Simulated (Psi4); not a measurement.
HFSi, charge +1, doublet, geometry from GFN2-xTB (a state made from the parent by changing its charge; the spin is typed, not shown lowest); MP2/cc-pVTZ in Psi4 1.11.

Input for Psi4:
```
memory 2 GB

molecule {
1 2
  Si   -0.27091864   -0.35672587    0.33708443
  H    -1.03666430   -1.36504615   -0.39612972
  F     0.53661392    0.70657870   -0.48033915
}

set basis cc-pvtz
set reference uhf
set freeze_core true

energy('mp2')
print_variables()
```

**Question.** Predict the main parts of the log of this Psi4 run.

**Answer.** 
```
    SCF Algorithm Type (re)set to DF.

   => Loading Basis Set <=

    Name: CC-PVTZ
    Role: ORBITAL
    Keyword: BASIS

         ---------------------------------------------------------
                                   SCF
               by Justin Turney, Rob Parrish, Andy Simmonett
                          and Daniel G. A. Smith
                              UHF Reference
         ---------------------------------------------------------

  ==> Geometry <==

    Molecular point group: cs
    Full point group: Cs

    Geometry (in Angstrom), charge = 1, multiplicity = 2:

       Center              X                  Y                   Z               Mass
    ------------   -----------------  -----------------  -----------------  -----------------
         SI           0.502059422386    -0.339050118640     0.000000000000    27.976926534650
         H            1.768185878450     0.394164031445     0.000000000000     1.007825032230
         F           -0.833127996626     0.478373461454     0.000000000000    18.998403162730

  Running in cs symmetry.

  Rotational constants: A =     11.01227  B =      0.56991  C =      0.54187 [cm^-1]
  Rotational constants: A = 330139.55722  B =  17085.60509  C =  16244.88866 [MHz]
  Nuclear repulsion =   49.483476488849284

  Charge       = 1
  Multiplicity = 2
  Electrons    = 23
  Nalpha       = 12
  Nbeta        = 11

  ==> Algorithm <==

  SCF Algorithm Type is DF.
  DIIS enabled.
  MOM disabled.
  Fractional occupation disabled.
  Guess Type is SAD.
  Energy threshold   = 1.00e-08
  Density threshold  = 1.00e-08
  Integral threshold = 1.00e-12

  ==> Primary Basis <==

  Basis Set: CC-PVTZ
    Blend: CC-PVTZ
    Number of shells: 28
    Number of basis functions: 78
    Number of Cartesian functions: 89
    Spherical Harmonics?: true
    Max angular momentum: 3

   => Loading Basis Set <=

    Name: (CC-PVTZ AUX)
    Role: JKFIT
    Keyword: DF_BASIS_SCF

  ==> Integral Setup <==

  SCF_SUBTYPE=INCORE selected. In-core MEM_DF algorithm will be used.
  Using in-core AOs.

  ==> MemDFJK: Density-Fitted J/K Matrices <==

    J tasked:                   Yes
    K tasked:                   Yes
    wK tasked:                   No
    Algorithm:                 Core
    Schwarz Cutoff:           1E-12
    Mask sparsity (%):       0.0000
    Fitting Condition:        1E-10

   => Auxiliary Basis Set <=

  Basis Set: (CC-PVTZ AUX)
    Blend: CC-PVTZ-JKFIT
    Number of shells: 72
    Number of basis functions: 230
    Number of Cartesian functions: 276
    Spherical Harmonics?: true
    Max angular momentum: 4

  Minimum eigenvalue in the overlap matrix is 3.9439394676E-03.
  Reciprocal condition number of the overlap matrix is 9.5993198426E-04.
    Using symmetric orthogonalization.

  ==> Pre-Iterations <==

  SCF Guess: Superposition of Atomic Densities via on-the-fly atomic UHF (no occupation information).

   -------------------------
    Irrep   Nso     Nmo
   -------------------------
     A'        53      53
     A"        25      25
   -------------------------
    Total      78      78
   -------------------------

  ==> Iterations <==

                           Total Energy        Delta E     RMS |[F,P]|

   @DF-UHF iter SAD:  -388.30465975598139   -3.88305e+02   0.00000e+00
   @DF-UHF iter   1:  -388.63278135104292   -3.28122e-01   5.68657e-03 ADIIS/DIIS
   @DF-UHF iter   2:  -388.68072038254559   -4.79390e-02   3.74440e-03 ADIIS/DIIS
   @DF-UHF iter   3:  -388.69441336162970   -1.36930e-02   6.36243e-04 ADIIS/DIIS
   @DF-UHF iter   4:  -388.69552017241995   -1.10681e-03   1.71840e-04 ADIIS/DIIS
   @DF-UHF iter   5:  -388.69566024253271   -1.40070e-04   6.37890e-05 DIIS
   @DF-UHF iter   6:  -388.69568540564251   -2.51631e-05   2.65127e-05 DIIS
   @DF-UHF iter   7:  -388.69569165341994   -6.24778e-06   1.09922e-05 DIIS
   @DF-UHF iter   8:  -388.69569312177464   -1.46835e-06   2.92154e-06 DIIS
   @DF-UHF iter   9:  -388.69569321596668   -9.41920e-08   1.01628e-06 DIIS
   @DF-UHF iter  10:  -388.69569322428697   -8.32028e-09   2.98018e-07 DIIS
   @DF-UHF iter  11:  -388.69569322480447   -5.17502e-10   7.61935e-08 DIIS
   @DF-UHF iter  12:  -388.69569322483864   -3.41629e-11   2.52097e-08 DIIS
   @DF-UHF iter  13:  -388.69569322484301   -4.37694e-12   8.91380e-09 DIIS
  Energy and wave function converged.

  ==> Post-Iterations <==

   @Spin Contamination Metric:   1.145362424E-02
   @S^2 Expected:                7.500000000E-01
   @S^2 Observed:                7.614536242E-01
   @S   Expected:                5.000000000E-01
   @S   Observed:                5.000000000E-01

    Orbital Energies [Eh]
    ---------------------

    Alpha Occupied:

[...]
    Alpha Virtual:

[...]
    Beta Occupied:

[...]
    Beta Virtual:

[...]
      53Ap    11.311183

    Final Occupation by Irrep:
             Ap   App
    DOCC [     9,    2 ]
    SOCC [     1,    0 ]
    NA   [    10,    2 ]
    NB   [     9,    2 ]

  @DF-UHF Final Energy:  -388.69569322484301

   => Energetics <=

    Nuclear Repulsion Energy =             49.4834764888492842
    One-Electron Energy =                -631.9242799615376498
    Two-Electron Energy =                 193.7451102478453322
    Total Energy =                       -388.6956932248430121

  UHF NO Occupations:
  HONO-2 :    8 Ap 1.9996779
  HONO-1 :    9 Ap 1.9946972
  HONO-0 :   10 Ap 1.0000000
  LUNO+0 :   11 Ap 0.0053028
  LUNO+1 :   12 Ap 0.0003221
  LUNO+2 :    3App 0.0000978
  LUNO+3 :   13 Ap 0.0000080

Computation Completed

Properties will be evaluated at   0.000000,   0.000000,   0.000000 [a0]

Properties computed using the SCF density matrix

 Multipole Moments:

 ------------------------------------------------------------------------------------
     Multipole            Electronic (a.u.)      Nuclear  (a.u.)        Total (a.u.)
 ------------------------------------------------------------------------------------

 L = 1.  Multiply by 2.5417464519 to convert [e a0] to [Debye]
 Dipole X            :         -0.9192032            2.4545007            1.5352974
 Dipole Y            :         -0.6884028           -0.0891506           -0.7775534
 Dipole Z            :          0.0000000            0.0000000            0.0000000
 Magnitude           :                                                    1.7209670

 ------------------------------------------------------------------------------------

  //>>>>>>>>>>>>>>>>>>>>>>>>>>>>>>>>>>>//
  //               DFMP2               //
  //<<<<<<<<<<<<<<<<<<<<<<<<<<<<<<<<<<<//

   => Loading Basis Set <=

    Name: (CC-PVTZ AUX)
    Role: RIFIT
    Keyword: DF_BASIS_MP2

	 --------------------------------------------------------
	                          DF-MP2
	      2nd-Order Density-Fitted Moller-Plesset Theory

	        Rob Parrish, Justin Turney, Andy Simmonett,
	           Ed Hohenstein, and C. David Sherrill
	 --------------------------------------------------------

	 --------------------------------------------------------
	                 NBF =    78, NAUX =   233
	 --------------------------------------------------------
	   CLASS    FOCC     OCC    AOCC    AVIR     VIR    FVIR
	   ALPHA       6      12       6      66      66       0
	    BETA       6      11       5      67      67       0
	 --------------------------------------------------------

	-----------------------------------------------------------
	 ==================> DF-MP2 Energies <====================
	-----------------------------------------------------------
	 Reference Energy          =    -388.6956932248430121 [Eh]
	 Singles Energy            =      -0.0000000000000000 [Eh]
	 Same-Spin Energy          =      -0.0794582124016079 [Eh]
	 Opposite-Spin Energy      =      -0.2446378609453920 [Eh]
	 Correlation Energy        =      -0.3240960733469999 [Eh]
	 Total Energy              =    -389.0197892981900054 [Eh]
	-----------------------------------------------------------
	 ================> DF-SCS-MP2 Energies <==================
	-----------------------------------------------------------
	 SCS Same-Spin Scale       =       0.3333333333333333 [-]
	 SCS Opposite-Spin Scale   =       1.2000000000000000 [-]
	 SCS Same-Spin Energy      =      -0.0264860708005360 [Eh]
	 SCS Opposite-Spin Energy  =      -0.2935654331344704 [Eh]
	 SCS Correlation Energy    =      -0.3200515039350064 [Eh]
	 SCS Total Energy          =    -389.0157447287780315 [Eh]
	-----------------------------------------------------------

  Variable Map:
  ----------------------------------------------------------------------------
[...]
  Array Variable Map:
  ----------------------------------------------------------------------------
[...]
[...]
```
